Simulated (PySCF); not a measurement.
Structure from 2D NMR

Compound of formula C$_{6}$H$_{9}$NOSi$_{2}$. Correlations simulated from computed shifts and the bond graph:

HSQC (one-bond C–H):
| δH | δC |
| --- | --- |
| 8.51 | 173.5 |
| 7.27 | 160.1 |
| 3.71 | 43.6 |
| 2.01 | 102.6 |

COSY cross peaks (H two or three bonds apart, from the bond graph; peaks can be absent where the dihedral angle is near 90°):
| δH | δH |
| --- | --- |
| 7.27 | 5.45 |
| 5.38 | 5.34 |

HMBC (two and three bonds, from the bond graph):
| δH | δC |
| --- | --- |
| 8.51 | 174.7, 160.1, 43.6 |
| 7.27 | 174.7, 173.5, 89.1 |
| 5.45 | 174.7, 160.1, 102.6, 89.1 |
| 5.38 | 174.7, 173.5, 160.1 |
| 5.34 | 174.7, 173.5, 160.1 |
| 3.71 | 173.5 |
| 2.01 | 89.1 |

Carbons without hydrogens: δ 174.7, 89.1.

Fast rotation and ring inversion assumed for equivalent nuclei, one computed conformer, non-relativistic Hamiltonian, gas phase. Geometry: GFN2-xTB; NMR shieldings at PBE0/pcSseg-1/GIAO; PySCF 2.14.

Shifts are taken against calculated references (same method and geometry level): ¹H (31.72 ppm) and ¹³C (186.93 ppm) vs TMS.

Exchangeable hydrogens are left out of these lists.

Question: Assemble the structure.

Answer: `C#C[Si@@H]1C=C(/C=N/C)[SiH2]O1`.

Mapped SMILES: `[CH:1]#[C:2][Si@@H:3]1[CH:4]=[C:5](/[CH:6]=[N:7]/[CH3:8])[SiH2:9][O:10]1`; H(Xn) means a hydrogen on atom n. Ha(Si9) is cis to C2 on the ring; Hb(Si9) is trans to C2 on the ring.

δC 174.7 is C5, a fully substituted alkene carbon. δC 173.5 is C6, a C=N carbon (δH 8.51). δC 160.1 is C4, an alkene CH (δH 7.27). δC 102.6 is C1, a terminal alkyne carbon (δH 2.01). δC 89.1 is C2, an alkyne carbon. δC 43.6 is C8, a methyl carbon bonded to N (δH 3.71). HMBC from δH 8.51 reaches the proton-free carbon C5. HMBC from δH 7.27 reaches the proton-free carbons C5, C2. HMBC from δH 5.45 reaches the proton-free carbons C5, C2. HMBC from δH 5.38 reaches the proton-free carbon C5. COSY links 7.27–5.45, 5.38–5.34.

The data come from this structure; uniqueness wasn't tested.

Shifts are as computed. Against solution values, carbons near 30 ppm lie about +3 ppm off and those near 130 ppm about +5 ppm. Of 1309 compounds with measured shifts, 239 miss one by over three times the rms of a fit or turn the order of signals round; such compounds aren't used in these exercises.
